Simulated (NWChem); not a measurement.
System: ZnH2SeS; SMILES [SH][Zn][SeH]

```xyz
5

Zn    -0.0106     0.5244    -0.0170
S     -0.0050     2.7034    -0.0420
H     -0.1029     2.7797     1.3053
Se    -0.0277    -1.7639    -0.0061
H      1.4427    -1.7934     0.0813
```
Atoms are numbered in this order, from 1.

Computed with NWChem. Pople sets run with spherical d functions. All runs use the structure optimised with PBE0/def2-SVP.

For level TPSS/6-31G*:

```yaml
dipole (D): 1.08
```

### Question
Estimate the same quantities for level TPSS/3-21G.

### Answer
| Property | Value |
|---|---|
| dipole (D) | 1.43 |
